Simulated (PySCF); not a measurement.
Atom-mapped SMILES (the numbers label the heavy atoms): `[CH:1]#[C:2][Si@@:3]([CH3:4])([NH2:5])[O:6][CH:7]=[CH2:8]` (H(Xn): hydrogen on atom n). Ha(C8) is cis to O6; Hb(C8) is trans to O6.

- structure optimised with GFN2-xTB
- shielding tensors at PBE0/pcSseg-1 (GIAO)
- program: PySCF 2.14.0 with density-fitted response routines
- non-relativistic Hamiltonian, a single conformation, no solvent model, fast rotation and ring inversion assumed for equivalent nuclei

Chemical shifts δ = σref − σ; ¹³C and ¹H and ²⁹Si vs TMS; ¹⁵N vs NH3; ¹⁷O against H2O, all at this level.

```
 atoms  nucleus  count  δ (ppm)
   Si3     ²⁹Si      1    -31.8
    C4      ¹³C      1      1.3
Ha(C8)       ¹H      1     4.84
 H(C1)       ¹H      1        ?
    O6      ¹⁷O      1        ?
    C8      ¹³C      1        ?
 H(N5)       ¹H      2     0.59
    N5      ¹⁵N      1     26.4
    C2      ¹³C      1     91.5
Hb(C8)       ¹H      1     4.47
    C1      ¹³C      1     98.7
    C7      ¹³C      1        ?
 H(C7)       ¹H      1     6.66
 H(C4)       ¹H      3     0.21
```

Complete the table.

## Answers


- C7: 150.8 ppm, alkene carbon bearing oxygen; an sp2 carbon further deshielded by the attached heteroatom
- C8: 99.9 ppm, β carbon of an enol-ether or enamine type C=C; the O or N lone pair pushes π density onto this β carbon and shields it
- H(C1): 1.81 ppm, hydrogen on a terminal alkyne carbon; it lies on the axis of the triple bond, in its shielding cone
- O6: 131.9 ppm, oxygen bonded to C, Si

OH and NH positions are those of a molecule without intermolecular hydrogen bonds; in solution they move with solvent, concentration and temperature, and exchange usually removes their couplings. Shifts are as computed. Against solution values, carbons near 30 ppm lie about +3 ppm off and those near 130 ppm about +5 ppm. Of 1211 compounds with measured shifts, 218 miss one by over three times the rms of a fit or turn the order of signals round; such compounds aren't used in these exercises. Experimental scales use liquid or dissolved standards, which lie at an offset from isolated NH3 (liquid NH3: subtract about 20 ppm) and H2O (liquid H2O: subtract about 36 ppm).
